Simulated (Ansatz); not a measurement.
`OC(F)(F)[SiH3]` and `NC(F)(F)[SiH3]` differ in one atom or group.

Ansatz, PBE0-D4/def2-TZVP geometries, multiplicity 1. Each molecule was computed in one conformer, which needn't be the lowest.

```
                                        property  `OC(F)(F)[SiH3]`
            HOMO–LUMO gap (PBE0/def2-TZVPP) / eV              9.75
               HOMO energy (PBE/def2-TZVPP) / eV             -7.85
               LUMO energy (PBE/def2-TZVPP) / eV             -0.45
             HOMO–LUMO gap (PBE/def2-TZVPP) / eV              7.40
             HOMO energy (B3LYP/def2-TZVPP) / eV             -9.18
size of the dipole moment (B3LYP/def2-TZVPP) / D              0.79
```

**Question.** Give the same properties after the change, and the shifts. (Estimate.)

**Answer.** Ansatz gave: 
```tsv
property	`NC(F)(F)[SiH3]`	shift
HOMO–LUMO gap (PBE0/def2-TZVPP) / eV	7.90	-1.85
HOMO energy (PBE/def2-TZVPP) / eV	-6.31	1.54
LUMO energy (PBE/def2-TZVPP) / eV	-0.62	-0.17
HOMO–LUMO gap (PBE/def2-TZVPP) / eV	5.70	-1.70
HOMO energy (B3LYP/def2-TZVPP) / eV	-7.51	1.67
size of the dipole moment (B3LYP/def2-TZVPP) / D	2.94	2.15
```

With PBE0 the HOMO rises by 1.67 eV and the LUMO falls by 0.19 eV, so the gap narrows by about 1.86 eV. PBE moves the HOMO by 1.54 eV and ωB97M-V by 1.66 eV. Dipoles are sizes alone; their direction can turn.

B3LYP here is the variant with VWN-RPA as its local correlation; programs differ in this.
